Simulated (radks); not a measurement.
Results of a calculation; reference values are marked as such.
Task: The fluorine anion F-, [Ne], held by a Watson sphere: a shell of charge +1 at radius R that stands for the Madelung well of a crystal (potential energy -1/R inside, -1/r outside, in hartree with lengths in bohr). Level of theory: scalar-relativistic Kohn-Sham, LDA (Slater exchange, VWN5 correlation), spin-polarised, spherical densities, point nucleus (a radial shooting solver on a logarithmic mesh with Libxc functionals). Response by self-consistent Sternheimer equations with the Hartree and adiabatic LDA kernel, the relativistic mass of each level held fixed and spin-orbit coupling left out. The sphere does not respond.

| R (bohr) | e(1s) (eV) | e(2s) (eV) | e(2p) (eV) | <r> 2p (bohr) | sum of <r^2> (bohr^2) | X-ray form factor at sin(theta)/lambda = 0.2 1/angstrom | alpha (bohr^3) |
|---|---|---|---|---|---|---|---|
| 1.7 | -654.70 | -28.350 | -10.196 | 1.193 | 14.29 | 7.039 | 6.567 |
| 1.82 | -654.56 | -27.907 | -9.817 | 1.204 | 14.58 | 7.009 | 7.044 |
| 2.05 | -654.22 | -27.126 | -9.126 | 1.224 | 15.09 | 6.962 | 8.006 |
| 3.25 | -652.14 | -24.218 | -6.348 | 1.284 | 16.93 | 6.854 | 13.52 |
| 3.86 | -651.27 | -23.242 | -5.375 | 1.300 | 17.51 | 6.839 | 16.31 |

Estimate the row for R = 1.8 bohr.

Result: e(1s) (eV) -654.59; e(2s) (eV) -27.979; e(2p) (eV) -9.879; <r> 2p (bohr) 1.203; sum of <r^2> (bohr^2) 14.53; X-ray form factor at sin(theta)/lambda = 0.2 1/angstrom 7.013; alpha (bohr^3) 6.963.
